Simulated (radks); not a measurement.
Values are calculated unless marked as measured or tabulated.
The indium ion In+, 48 electrons, occupied as [Kr] 4d10 5s2 (the NIST ground configuration). Level of theory: scalar-relativistic Kohn-Sham, revPBE, spin-unpolarised, spherical densities, point nucleus (a radial shooting solver on a logarithmic mesh with Libxc functionals).

Normalised radial functions P(r) = r R(r), r in bohr:

r	3d	4d
0.004265	0.0003	0.0001
0.00657	0.0010	0.0004
0.01004	0.0032	0.0012
0.01534	0.0103	0.0037
0.02363	0.0322	0.0117
0.03611	0.0932	0.0337
0.05562	0.2511	0.0903
0.08499	0.5817	0.2066
0.1309	1.1287	0.3870
0.2	1.6647	0.5131
0.3057	1.7279	0.3415
0.4708	1.1023	-0.2580
0.7195	0.3718	-0.8707
1.108	0.0493	-0.9443
1.693	0.0019	-0.5693
2.609	0.0000	-0.2005
3.986	0.0000	-0.0368
6.091	0.0000	-0.0026

3d: eigenvalue -440.09 eV, 0 radial nodes, <r> = 0.324 bohr, 90 % of the charge inside 0.512 bohr. 4d: eigenvalue -26.028 eV, 1 radial node at r = 0.401 bohr, <r> = 1.18 bohr, 90 % of the charge inside 1.85 bohr.
